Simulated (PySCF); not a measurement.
Compound: C₉H₁₇O (charge +1).
Numbering: `[CH3:1][C+:2]1[CH2:3][CH2:4][C@H:5]([O:6][CH:7]([CH3:8])[CH3:9])[CH2:10]1` (hydrogens: H11, H12, H13 on C1; H14, H15 on C3; H16, H17 on C4; H18 on C5; H19 on C7; H20, H21, H22 on C8; H23, H24, H25 on C9; H26, H27 on C10)

Geometry (PBE0-D3(BJ)/def2-SVP, Å), atoms numbered from 1 in this order:
```
atom  x, y, z in Å
C1     3.1366    0.6929   -0.4448
C2     1.9312    0.1178    0.1246
C3     1.3204   -1.1450   -0.2880
C4     0.1014   -1.3406    0.6115
C5    -0.2845    0.1052    0.9631
O6    -0.8743    0.7614   -0.1088
C7    -2.2830    1.0263   -0.0272
C8    -2.5943    2.0000   -1.1401
C9    -3.1013   -0.2487   -0.1066
C10    1.1026    0.7565    1.1358
H11    3.7785   -0.0282   -0.9660
H12    3.6930    1.3053    0.2812
H13    2.7582    1.4214   -1.1967
H14    2.0424   -1.9716   -0.3986
H15    1.0015   -0.9178   -1.3323
H16   -0.7134   -1.8834    0.1192
H17    0.3822   -1.8979    1.5195
H18   -0.8902    0.1806    1.8820
H19   -2.4686    1.5160    0.9492
H20   -1.9759    2.9039   -1.0504
H21   -2.4013    1.5392   -2.1208
H22   -3.6513    2.2983   -1.1037
H23   -4.1740   -0.0101   -0.0717
H24   -2.9029   -0.7799   -1.0505
H25   -2.8956   -0.9290    0.7339
H26    1.5547    0.3715    2.0821
H27    1.1493    1.8546    1.1759
```

Method used: PBE0-D3(BJ)/def2-SVP geometry optimisation, gas phase in PySCF.

Take the most abundant isotopes and a rigid rotor. The values belong to one conformer with, in the numbering `[CH3:1][C+:2]1[CH2:3][CH2:4][C@H:5]([O:6][CH:7]([CH3:8])[CH3:9])[CH2:10]1`, C4–C5–O6–C7 108°, C5–O6–C7–C8 167°, C1–C2–C3–C4 179°, C2–C3–C4–C5 28°, C3–C4–C5–O6 74°, C4–C5–C10–C2 36°.

Problem. What are A, B and C (cm⁻¹)?

Solution. Ia = 206.93, Ib = 653.35, Ic = 738.01 u·Å²; 505379 MHz·u·Å²/I gives 2442, 773.5 and 684.8 MHz, that is A = 0.08146, B = 0.02580, C = 0.02284 cm⁻¹.

Problem. Classify the top.

Solution. An asymmetric top: κ = (2 × 773.5 − 2442 − 684.8)/(2442 − 684.8) = -0.90.

Problem. What does the inertial defect say?

Solution. Not planar: Δ = Ic − Ia − Ib = -122.28 u·Å². For a rigid frame Δ = −2 Σ m c², so Σ m c² = 61.14 u·Å² lies off the ab plane: 22.96 from hydrogen and 38.18 from heavier atoms. The atom farthest from that plane is 1.88 Å away.

Problem. Where do the levels up to J = 4 lie, in MHz?

Solution. Above 0(0,0):
J = 1: 1(0,1) 1458, 1(1,1) 3127, 1(1,0) 3216
J = 2: 2(0,2) 4371, 2(1,2) 5955, 2(1,1) 6221, 2(2,1) 11227, 2(2,0) 11231
J = 3: 3(0,3) 8733, 3(1,3) 10195, 3(1,2) 10727, 3(2,2) 15602, 3(2,1) 15619, 3(3,1) 24170, 3(3,0) 24170
J = 4: 4(0,4) 14532, 4(1,4) 15844, 4(1,3) 16730, 4(2,3) 21433, 4(2,2) 21484, 4(3,2) 30010, 4(3,1) 30010, 4(4,1) 41995, 4(4,0) 41995

Problem. Predict some low-J microwave lines.

Solution. The dipole components (about the centre of mass, as the species is charged) are |μa| = 6.62 D, |μb| = 0.14 D, |μc| = 0.34 D. Intensities carry the squares of the components, which stand as 1.00 : 0.00 : 0.00 (a : b : c). Some lines, for components of 0.1 D or more:

```
type  branch         J(Ka,Kc)    MHz  lower level (cm⁻¹)
   c       Q  4(1,4) ← 4(0,4)   1312               0.485
   b       R  3(0,3) ← 2(1,2)   2778               0.199
   b       R  5(1,4) ← 4(2,3)   2795               0.715
   c       Q  2(2,1) ← 2(1,1)   5006               0.208
   a       R  4(3,2) ← 3(3,1)   5840               0.806
   a       R  4(2,2) ← 3(2,1)   5865               0.521
   a       R  5(4,2) ← 4(4,1)   7299               1.401
   b       R  5(1,5) ← 4(0,4)   8368               0.485
   c       Q  5(3,3) ← 5(2,3)   8477               0.962
   c       Q  5(4,2) ← 5(3,2)  11980               1.245
   b       R  3(3,0) ← 2(2,1)  12943               0.375
   b       Q  5(5,1) ← 5(4,2)  15411               1.644
   c       R  5(4,1) ← 4(3,1)  19284               1.001
   c       R  5(4,2) ← 4(3,2)  19285               1.001
```

Problem. Estimate the classical rotational partition function at 50 K, 100 K and 500 K.

Solution. Point group C1, symmetry number σ = 1; q = (√π/σ)·√((kT/h)³/(ABC)), k/h = 20836.6 MHz/K: 52400 at 50 K, 148000 at 100 K, 1660000 at 500 K.

Stationary, but not proved a minimum. No vibrational averaging or centrifugal distortion is included, and the geometry carries the error of its method. A rigid rotor knows nothing of internal rotation, which can split or shift real lines.

Cost: about 7 min of CPU time on one thread; the machine was shared, so the figure is rough. These figures are those of the optimisation.
